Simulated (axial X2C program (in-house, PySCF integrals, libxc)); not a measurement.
**Spin–orbit effects along a row: molecules with Cl, PBE0**

Computed with an in-house all-electron X2C program for linear molecules (integrals from PySCF), spin-free (one-electron X2C) or two-component (2c: spin–orbit coupling with atomic mean-field Coulomb and Gaunt terms, which also bring small scalar terms), in Dyall basis sets with cores contracted in-house; open shells are unrestricted.

Basis sets: Br dyall-cv3z, Cl dyall-av3z, Cr dyall-cv3z, Ga dyall-cv3z, Ge dyall-cv3z, Mn dyall-cv3z, Sc dyall-cv3z, Se dyall-cv3z, Ti dyall-cv3z, V dyall-cv3z.

```
molecule   spin-free state  Re (Å)  ωe (cm⁻¹)  De (eV)  2c state  Re 2c (Å)  ωe 2c (cm⁻¹)  De 2c (eV)
    ScCl    M_S = 1, Λ = 2   2.309      402.1     4.61     Ω = 1      2.310         402.0        4.61
    TiCl  M_S = 3/2, Λ = 3   2.253      410.4     4.61   Ω = 3/2      2.253         410.4         n/a
     VCl    M_S = 2, Λ = 1   2.200      413.7      n/a     Ω = 1      2.200         413.6         n/a
    CrCl  M_S = 5/2, Λ = 0   2.195      401.6     3.79   Ω = 5/2      2.195         401.2        3.78
    MnCl    M_S = 3, Λ = 0   2.236      380.9     3.78     Ω = 3      2.237         380.7        3.77
    GaCl    M_S = 0, Λ = 0   2.217      357.6     4.80     Ω = 0      2.218         357.5         n/a
    GeCl  M_S = 1/2, Λ = 1   2.177      400.3     4.05   Ω = 1/2      2.178         399.5         n/a
    SeCl  M_S = 1/2, Λ = 1   2.123      455.8     2.77   Ω = 3/2      2.126         452.9        2.83
    BrCl    M_S = 0, Λ = 0   2.136      458.0     2.40     Ω = 0      2.139         455.1        2.30
```

(1) Work out the shifts from the spin-free to the two-component result.

Each entry is the lowest single determinant of a limited PBE0 search at one distance. De goes to single-determinant-based atoms at the same level (for ions the charge split of lowest energy) and is withheld (n/a) where an atom does not fit its ground term or J level. Main or longest-lived isotopes. One determinant is a doubtful description, or other states lie close, for ScCl, TiCl, VCl, CrCl, MnCl; these need not be ground states, and all values refer to the states named. Some open-shell Ω = 0 determinants are out of reach, so the Ω given for VCl, MnCl need not be the lowest component. With several unpaired electrons the Ω given is that of one determinant, not necessarily of the lowest component. Some light 2c atoms are not at their ground J level, so De misses part of their lowering (0.04 eV or less). The functionals have no current term, which raises determinants with orbital currents.

Results:

(1) 

```tsv
molecule	2c state	ΔRe (Å)	Δωe (cm⁻¹)	ΔDe (eV)
ScCl	Ω = 1	0.001	-0.1	0.00
TiCl	Ω = 3/2	0.000	0.0	n/a
VCl	Ω = 1	0.000	-0.1	n/a
CrCl	Ω = 5/2	0.000	-0.4	-0.01
MnCl	Ω = 3	0.001	-0.2	-0.01
GaCl	Ω = 0	0.001	-0.1	n/a
GeCl	Ω = 1/2	0.001	-0.8	n/a
SeCl	Ω = 3/2	0.003	-2.9	0.06
BrCl	Ω = 0	0.003	-2.9	-0.10
```

Shifts of one unit in the last digit are rounding.
